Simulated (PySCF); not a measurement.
Compound: trans-Ge(NH3)2F4.
Bonds: Ge1–N2, Ge1–N6, Ge1–F10, Ge1–F11, Ge1–F12, Ge1–F13. Hydrogens: H3, H4, H5 on N2; H7, H8, H9 on N6.

Level of theory: PBE0-D3(BJ)/def2-SVP geometry optimisation, gas phase in PySCF 2.14.0.

Q: List the bond lengths and angles at this level.

A: 
| bond | length (pm) |
| --- | --- |
| Ge1–N2, Ge1–N6 | 203.2 |
| Ge1–F10 and 3 like bonds | 177.8 |
| N2–H3 and 5 like bonds | 102.0 |

Bonds in one row agree within 1 pm and their mean is given. A selection of angles:
| angle | degrees |
| --- | --- |
| N2–Ge1–N6 | 179.9 |
| N2–Ge1–F10 | 89.7 |
| F10–Ge1–F11 | 179.9 |
| F10–Ge1–F12 | 90.0 |
| Ge1–N2–H3 | 108.5 |
| Ge1–N2–H4 | 107.6 |
| H3–N2–H4 | 109.7 |
| Ge1–N6–H7 | 110.5 |

N2 (nitrogen bonded to Ge and 3 H) is tetrahedral (angles from 107.6° to 110.5°). Ge1 (germanium bonded to 4 F and 2 N) is octahedral (the three widest angles are 179.9°, 179.9° and 179.9°, the others run from 89.7° to 90.4°). All 4 F–Ge bonds measure 1.778 to 1.779 Å.

Not checked by PBE0-D3(BJ)/def2-SVP frequencies.
